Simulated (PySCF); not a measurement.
CrO2F2, SMILES [O]=[Cr](=[O])([F])[F], multiplicity 1.

Coordinates come from a PBE0-D3(BJ)/def2-SVP optimisation. The multiplicity is an assumed one; other spin states were not compared. The isomer is the one that the SMILES or the coordinates give; other isomers of the formula were not compared.

Two levels are set side by side: PBE/def2-TZVP (PySCF) and CAM-B3LYP/def2-TZVP (PySCF). Same geometry, gas phase. Differences are taken from unrounded values.

```csv
quantity,CAM-B3LYP,PBE,PBE minus CAM-B3LYP
orbital gap (eV),8.24,3.15,-5.09
highest occupied level (eV),-12.08,-8.76,3.32
lowest empty level (eV),-3.84,-5.61,-1.77
dipole moment (D),0.09,0.15,0.06
mean polarisability (bohr³),34.8,35.9,1.1
```

PBE's occupied levels lie high since its potential decays too fast outside the molecule; exact exchange lowers them and widens the gap. Loosely held outer electrons make PBE densities more polarisable. Differences between two approximate levels are no errors against the true value.

Rough cost on one machine, each run with all the roots and properties that it gave: CAM-B3LYP against PBE within a factor of 2.
